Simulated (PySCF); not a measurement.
CH₈FNSi₂, SMILES N[SiH2][SiH2]CF. The structure is a stationary point at PBE-D3(BJ)/def2-SVP. This is a generated structure with no PubChem entry under its InChIKey; it may be hypothetical. One conformer was computed; it need not be the lowest.

Problem. Give the equilibrium geometry at PBE-D3(BJ)/def2-SVP (PySCF confirms it by a frequency run) as a Z-matrix. (Estimate from the structure and the level; the computed values follow.)

Solution. This is not unique; one that fits is 
```
Si
H 1 1.5061
H 1 1.5085 2 108.30
C 1 1.9238 2 109.39 3 -117.14
F 4 1.4084 1 108.98 2 -69.54
H 4 1.1122 5 108.40 1 -123.09
H 4 1.1125 6 108.24 5 117.49
Si 1 2.3623 2 113.21 3 126.32
N 8 1.7527 1 103.14 2 128.14
H 9 1.0241 8 118.73 1 176.71
H 9 1.0263 10 110.45 8 -135.92
H 8 1.5068 9 108.41 10 58.12
H 8 1.5168 12 106.19 9 127.33
```
Charge 0, spin multiplicity 1.
